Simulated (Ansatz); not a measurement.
`CB[SiH2]OC` → `CBOC` + `[SiH2]` at 500 K and 1 bar (silylene formation by 1,1-elimination).

Calculated with Ansatz (gas phase, PBE0-D4/def2-TZVP geometries, no zero-point term in ΔE). CCSD(T)/CBS is the MP2 limit (def2-TZVPP, def2-QZVPP) plus CCSD(T) − MP2 in def2-TZVPP, frozen cores. This one scheme is used for every species. One conformer a species, not always the lowest.

```csv
species,CCSD(T)/CBS energy (Eh),H − E (kJ/mol),S (J/(mol·K))
`CB[SiH2]OC`,-470.57161,338.6,456.0
`CBOC`,-180.32625,281.1,363.5
`[SiH2]`,-290.19011,48.0,226.5
```

H − E and S are ideal-gas, rigid-rotor, harmonic terms from PBE0-D4/def2-TZVP, for one conformer and one mirror image of each species. 1 Eh = 2625.50 kJ/mol, R = 8.31446 J/(mol·K).

Task: By hand: ΔE, ΔH, ΔS and ΔG.

Result: ΔE = (-180.32625) + (-290.19011) − (-470.57161) = 0.05525 Eh = 145.1 kJ/mol. Δ(H − E) = 281.1 + 48.0 − 338.6 = -9.5, so ΔH = 135.6 kJ/mol. ΔS = 363.5 + 226.5 − 456.0 = 134.0 J/(mol·K). ΔG = 135.6 − 500 × (134.0)/1000 = 68.6 kJ/mol.

Task: By hand: the equilibrium constant, and the temperature at which ΔG would vanish if ΔH and ΔS stayed fixed.

Result: log₁₀ K = −ΔG/(RT ln 10) = -7.2. ΔG = 0 at ΔH/ΔS = 1012 K.

The number of gas molecules changes by +1, which sets the sign of ΔS. A doubt of 5 kJ/mol in ΔE shifts log₁₀ K by 0.5 here. Other conformers and mirror images would add mixing entropy, several J/(mol·K) or more a flexible species. These are equilibria of isolated gas molecules and say nothing of rates. Largest T1 diagnostic: 0.014 (customary marks: 0.02 for closed shells, 0.045 for open ones).
